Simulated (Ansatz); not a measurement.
One geometry of TaO₂⁻, several levels of theory.

```yaml
crystal:
  periodic: [false, false, false]
  atoms:
    - {symbol: Ta, position_ang: [-0.687162, 0.077863, 0.094383]}
    - {symbol: O, position_ang: [0.575912, 1.179898, 0.638813]}
    - {symbol: O, position_ang: [0.111250, -1.257761, -0.733196]}
basis:
  gaussian: {orbitals: def2-SVPD, initial_orbitals: start.molden}
total_charge: -1
hamiltonian: {xc: pbe0, dispersion: d4}
scf: {omitted_lower_state_checks: [starts]}
output: {orbitals: {seedname: orbitals}}
```

The file start.molden holds the orbitals of an earlier run on this structure, at another level or in another basis.

```sh
$ ansatz run in.yaml --threads 4 --pin off --events-out ev --progress --plain --max-ram 3916MiB
```

Shortened log:

```
Functional definition: PBE0
717 factors; their error is unknown
mean field evaluation 1: about -5640.3473 eV, gradient 2.0e1 eV
mean field evaluation 2: about -5640.5363 eV, gradient 2.6e-1 eV
mean field evaluation 4: about -5640.5932 eV, gradient 1.2e-1 eV
mean field -5640.59320149 eV, -207.2879768234 hartree, gradient 5.0e-5 eV, S^2 0.000000; 0 other end points of the search recorded, 0 dependent functions left out
reference -5640.59322524 eV, -207.2879776963 hartree; 15, 15 occupied and 66, 66 virtual orbitals, 717 factors
Total energy: -5640.65117700 eV, -207.2901073839 hartree
Checks for a lower state left out: starts
```

Run time 0.65 s (4 threads of Arm Neoverse V1 on a shared host).

The first input with `gaussian: {orbitals: def2-TZVPD, initial_orbitals: start.molden}`, `hamiltonian: {xc: {name: B3LYP}, dispersion: d4}` (abridged; 1.2 s):

```
Functional definition: B3LYP
mean field -5651.16139824 eV, -207.6763508904 hartree, gradient 1.3e-5 eV, S^2 0.000000
Total energy: -5651.27685673 eV, -207.6805939119 hartree
Checks for a lower state left out: starts
```

First input, but with `gaussian: {orbitals: def2-TZVPD, initial_orbitals: start.molden}`, `output: {forces: true, orbitals: {seedname: orbitals}}` and without the key `scf` (abridged; 1.9 s):

```
Functional definition: PBE0
mean field evaluation 16: about -5645.3507 eV, gradient 1.3e1 eV
mean field -5645.65954406 eV, -207.4741614788 hartree, gradient 1.4e-5 eV, S^2 0.000000; 1 other end points of the search recorded, 0 dependent functions left out
Total energy: -5645.71752323 eV, -207.4762921739 hartree
Atom 0 force     1.232589    -0.139666    -0.169298 eV/Å
Atom 1 force    -0.722155    -0.485520    -0.227925 eV/Å
Atom 2 force    -0.510434     0.625186     0.397223 eV/Å
Dipole moment:    -0.437103     0.049529     0.060037 e Å
```

First input, but with `gaussian: {orbitals: def2-TZVPD, initial_orbitals: start.molden}`, `hamiltonian: {xc: {name: revPBE}, dispersion: d4}` (abridged; 0.85 s):

```
Functional definition: revPBE
mean field -5651.34550811 eV, -207.6831168033 hartree, gradient 6.8e-6 eV, S^2 0.000000
Total energy: -5651.52131238 eV, -207.6895774914 hartree
Checks for a lower state left out: starts
```

Geometry: PBE-D4/def2-TZVPD.

In the def2 sets Ta takes a core potential; there is no spin–orbit coupling. B3LYP takes the VWN-RPA correlation. The restricted singlet is unstable towards broken spin symmetry at other levels; at PBE0-D4/def2-SVPD, B3LYP-D4/def2-TZVPD, revPBE-D4/def2-TZVPD this wasn't settled. At revPBE-D4/def2-TZVPD the highest occupied level of the charge -1 singlet lies above zero (up to 0.34 eV). By energy differences its removal costs 2.09 eV (vertical, to the charge 0 doublet, at PBE0-D4/def2-TZVPD), and other spins of that charge weren't run. The structure comes from a short search, and lower isomers may exist.
